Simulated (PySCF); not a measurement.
FGeH3S3, SMILES [F][Ge]([SH])([SH])[SH].

The structure is a stationary point at B3LYP-D3(BJ)/def2-SVP. This is a generated structure with no PubChem entry under its InChIKey; it may be hypothetical. One conformer was computed; it need not be the lowest.

Vertical ionisation energy (IE) and electron affinity (EA) in eV. Rows of orbital energies are one-electron estimates. Where ΔSCF, EOM or ADC give a negative EA the extra electron is unbound and the value depends on the basis.

```
level                                                 IE          EA
--------------------------------------------  ----------  ----------
−ε(HOMO), −ε(LUMO), M06-2X/def2-TZVP (PySCF)  (withheld)  (withheld)
−ε(HOMO), −ε(LUMO), PBE/def2-TZVP (PySCF)           6.77        2.36
```

Task: What belongs in the gaps? (The exact figures need the calculation; the answer reports its results.)

Result: 
- −ε(HOMO), −ε(LUMO), M06-2X/def2-TZVP (PySCF), IE: 9.25
- −ε(HOMO), −ε(LUMO), M06-2X/def2-TZVP (PySCF), EA: 0.28
